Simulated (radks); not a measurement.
Values are calculated unless marked as measured or tabulated.
Charge is removed step by step from the 6s1/2 level of Pb2+, starting from [Hg]. Level of theory: Dirac Kohn-Sham, PBE, spin-unpolarised, spherical densities, finite nucleus; Fermi nuclear charge, rms radius 5.5012 fm (a radial shooting solver on a logarithmic mesh with Libxc functionals).

removed (e) = 0: E - E(0) (eV) 0.000; eigenvalue (eV) -27.419; E minus straight line (eV) 0.000
removed (e) = 0.25: E - E(0) (eV) 7.161; eigenvalue (eV) -29.878; E minus straight line (eV) -0.937
removed (e) = 0.5: E - E(0) (eV) 14.942; eigenvalue (eV) -32.370; E minus straight line (eV) -1.254
removed (e) = 0.75: E - E(0) (eV) 23.349; eigenvalue (eV) -34.895; E minus straight line (eV) -0.945
removed (e) = 1: E - E(0) (eV) 32.392; eigenvalue (eV) -37.452; E minus straight line (eV) 0.000

Removing the whole electron costs 32.392 eV by Delta-SCF, against 27.419 eV from minus the eigenvalue at the starting occupation. Slater's transition state (half an electron removed) gives 32.370 eV. Integrating minus the eigenvalue over the occupation (Janak's theorem) gives 32.392 eV. The mean slope of the eigenvalue, de/dn, is 10.0 eV per electron. Ionisation energy of Pb2+ in the NIST Atomic Spectra Database: 31.937 eV (measured).

Beside tabulated values, note that spin-unpolarised runs miss the spin-polarisation part of the exchange energy of open shells.
